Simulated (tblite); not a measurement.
Species: C8H11PSi.
Bonds: Si1–C2, C2–C3 (aromatic), C3–C4 (aromatic), C4–C5 (aromatic), C5–C6, C6–C7, C7–C8, C5–P9 (aromatic), P9–C10 (aromatic), C2–C10 (aromatic), C6–C8. Hydrogens: H11, H12, H13 on Si1; H14 on C3; H15 on C4; H16 on C6; H17, H18 on C7; H19, H20 on C8; H21 on C10.

Computed with GFN2-xTB (tblite), gas phase: L-BFGS steps from a force-field or distance-geometry start until the largest atomic force falls under 0.01 eV/Å.

The end geometry, which sets the zero of energy:
```
atom  x, y, z in Å
Si1     3.9770    0.4415    0.0207
C2      2.0971    0.2517    0.0689
C3      1.5106   -0.7825    0.7917
C4      0.1454   -0.9990    0.8620
C5     -0.8143   -0.2274    0.2276
C6     -2.2389   -0.5824    0.3882
C7     -3.1961   -0.3762   -0.7571
C8     -3.2852    0.5001    0.4434
P9     -0.4114    1.1590   -0.7665
C10     1.3125    1.1462   -0.6415
H11     4.3090    1.8663    0.0859
H12     4.4810   -0.1241   -1.2342
H13     4.5543   -0.2692    1.1625
H14     2.1574   -1.4601    1.3329
H15    -0.2001   -1.8361    1.4591
H16    -2.4088   -1.4534    1.0118
H17    -3.9631   -1.1181   -0.9209
H18    -2.7905    0.0492   -1.6645
H19    -4.1152    0.3724    1.1218
H20    -2.9421    1.5210    0.3520
H21     1.8124    1.9380   -1.1894
```

Question: These geometries come from the run, each turned onto the end geometry. Order them by energy, lowest first.
A.
```
atom  x, y, z in Å
Si1     3.9753    0.3798   -0.0220
C2      2.0899    0.3138    0.0624
C3      1.5145   -0.7624    0.7304
C4      0.1517   -0.9563    0.8526
C5     -0.8227   -0.1212    0.3291
C6     -2.2392   -0.5132    0.4819
C7     -3.1162   -0.4701   -0.7455
C8     -3.3506    0.4940    0.3628
P9     -0.4367    1.3269   -0.5770
C10     1.2932    1.2737   -0.5387
H11     4.4417    1.7612    0.0319
H12     4.3981   -0.2650   -1.2643
H13     4.4815   -0.3663    1.1291
H14     2.1748   -1.4992    1.1703
H15    -0.1791   -1.8384    1.3913
H16    -2.3879   -1.3357    1.1758
H17    -3.8185   -1.2717   -0.9065
H18    -2.6561   -0.1038   -1.6512
H19    -4.2225    0.3491    0.9822
H20    -3.0779    1.5295    0.2196
H21     1.7778    2.0920   -1.0596
```
B.
```
atom  x, y, z in Å
Si1     3.9721    0.3846   -0.0162
C2      2.1145    0.3298    0.0310
C3      1.5041   -0.7375    0.6933
C4      0.1487   -0.9753    0.8479
C5     -0.8387   -0.1488    0.3533
C6     -2.2712   -0.5342    0.5370
C7     -3.1158   -0.4771   -0.7116
C8     -3.3704    0.5008    0.3841
P9     -0.3735    1.3086   -0.5748
C10     1.3741    1.3250   -0.5888
H11     4.4304    1.7682    0.0557
H12     4.3366   -0.2896   -1.2573
H13     4.4314   -0.3756    1.1359
H14     2.1699   -1.4549    1.1388
H15    -0.1672   -1.8374    1.3929
H16    -2.4698   -1.4096    1.1599
H17    -3.8345   -1.2578   -0.8940
H18    -2.5974   -0.1256   -1.5994
H19    -4.2657    0.3333    0.9604
H20    -3.0979    1.5390    0.2053
H21     1.9113    2.1509   -1.0990
```
C.
```
atom  x, y, z in Å
Si1     3.9939    0.3795   -0.0177
C2      2.0961    0.3297    0.0459
C3      1.5127   -0.7489    0.7042
C4      0.1521   -0.9592    0.8494
C5     -0.8209   -0.1126    0.3356
C6     -2.2431   -0.5179    0.4920
C7     -3.1170   -0.4741   -0.7332
C8     -3.3612    0.4802    0.3733
P9     -0.4250    1.3377   -0.5888
C10     1.3135    1.2933   -0.5665
H11     4.4373    1.7720    0.0480
H12     4.3620   -0.2857   -1.2695
H13     4.4537   -0.3798    1.1478
H14     2.1808   -1.4731    1.1498
H15    -0.1591   -1.8556    1.4028
H16    -2.4333   -1.3500    1.1640
H17    -3.8303   -1.2614   -0.8965
H18    -2.6150   -0.1204   -1.6125
H19    -4.2536    0.3548    0.9671
H20    -3.0953    1.5101    0.2272
H21     1.8429    2.0982   -1.0678
```
D.
```
atom  x, y, z in Å
Si1     3.9731    0.4189   -0.0143
C2      2.0921    0.2749    0.0998
C3      1.5110   -0.7892    0.7824
C4      0.1460   -1.0004    0.8646
C5     -0.8187   -0.1925    0.2862
C6     -2.2430   -0.5572    0.4309
C7     -3.1597   -0.4314   -0.7601
C8     -3.3044    0.5098    0.3840
P9     -0.4235    1.2402   -0.6432
C10     1.3023    1.2124   -0.5464
H11     4.3507    1.8333    0.0105
H12     4.4063   -0.1802   -1.2809
H13     4.5771   -0.2903    1.1149
H14     2.1606   -1.4985    1.2773
H15    -0.1962   -1.8655    1.4214
H16    -2.4200   -1.3954    1.0965
H17    -3.9107   -1.1917   -0.9125
H18    -2.7243   -0.0478   -1.6722
H19    -4.1606    0.4113    1.0338
H20    -2.9685    1.5277    0.2409
H21     1.8012    2.0283   -1.0592
```
E.
```
atom  x, y, z in Å
Si1     3.9806    0.3896   -0.0323
C2      2.0948    0.2911    0.0828
C3      1.5079   -0.7773    0.7552
C4      0.1414   -0.9683    0.8605
C5     -0.8240   -0.1380    0.3134
C6     -2.2428   -0.5241    0.4560
C7     -3.1430   -0.4667   -0.7537
C8     -3.3408    0.4983    0.3644
P9     -0.4230    1.3190   -0.5748
C10     1.3048    1.2574   -0.5175
H11     4.4069    1.7884   -0.0057
H12     4.4341   -0.2281   -1.2811
H13     4.5421   -0.3405    1.1047
H14     2.1576   -1.5073    1.2209
H15    -0.2031   -1.8435    1.4032
H16    -2.4094   -1.3546    1.1352
H17    -3.8497   -1.2707   -0.8977
H18    -2.7000   -0.0925   -1.6665
H19    -4.1954    0.3808    1.0135
H20    -3.0508    1.5253    0.1928
H21     1.8029    2.0788   -1.0189
```

Answer: D (0.004 eV), E (0.012 eV), A (0.025 eV), C (0.082 eV), B (0.253 eV).

In the order of the answer:

| step | E above end (eV) | largest force (eV/Å) | rms force component (eV/Å) | rms distance from end (Å) | rms bond change (Å) | bond most changed (Å) |
| --- | --- | --- | --- | --- | --- | --- |
| 53 | 0.004 | 0.04 | 0.011 | 0.089 | 0.000 | C6–C7 +0.001 |
| 23 | 0.012 | 0.06 | 0.021 | 0.139 | 0.001 | C6–C8 -0.003 |
| 12 | 0.025 | 0.09 | 0.033 | 0.156 | 0.002 | Si1–H11 -0.005 |
| 5 | 0.082 | 0.47 | 0.132 | 0.165 | 0.006 | C4–H15 +0.014 |
| 2 | 0.253 | 0.93 | 0.264 | 0.175 | 0.014 | C5–P9 +0.036 |

Run on one thread, Arm Neoverse V2, no GPU, shared host.
